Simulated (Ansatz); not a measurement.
Mulliken charges of `[SiH3][SnH][Cl]` radical from r2SCAN/def2-TZVPP in Ansatz (PBE0-D4/def2-TZVP geometry).

```csv
atom,x (Å),y (Å),z (Å),charge (e)
Si1,-0.951,0.469,-0.381,0.115
Sn2,0.906,-1.223,0.256,0.529
Cl3,2.910,-0.137,-0.339,-0.393
H4,-2.268,-0.125,-0.030,-0.052
H5,-0.872,0.692,-1.845,-0.045
H6,-0.764,1.753,0.345,-0.040
H7,1.101,-1.498,1.950,-0.114
```

Problem. By hand: the dipole of these point charges (1 e Å = 4.8032 D).

Solution. Σ q r = (-0.711, -0.463, 0.073) e Å, of length 0.852 e Å = 4.09 D.

Problem. How does the dipole of the full density compare? (Estimate.)

Solution. The calculation gave: (-0.532, -0.159, 0.054) e Å, 2.68 D; the point charges give 1.53 times that, at 16° from its direction.

Point charges leave out the atoms' own dipoles, such as those of lone pairs, and Mulliken's split depends on the basis, so the two needn't agree.
